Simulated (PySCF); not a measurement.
## Electron correlation in Sc²⁺ (scandium, charge +2)

Starting occupation: [Ar] 3d1, 3d5/2 with m_j = +5/2. Calculation: PySCF 2.14, in x2c-TZVPall-2c (6s7p4d1f, 54 functions); X2C-1e with screened-nucleus spin-orbit coupling, Gaussian nucleus. Frozen: [Ne]; 9 electrons correlated.

MP2 pair energies summed by pair of shells (mhartree):

| pair | energy | share (%) |
| --- | --- | --- |
| 3p-3p | -125.80 | 71.2 |
| 3d-3p | -20.40 | 11.5 |
| 3p-3s | -20.24 | 11.5 |
| 3s-3s | -6.15 | 3.5 |
| 3d-3s | -4.17 | 2.4 |

Total MP2 correlation energy: -176.76 mhartree.

The GHF reference relaxed away from the jj start to a determinant that is no pure jj level (⟨S²⟩ = 0.75, ⟨J²⟩ = 8.75); the energies belong to that determinant.

This basis was not built for core-valence correlation, so the inner-shell part is incomplete.
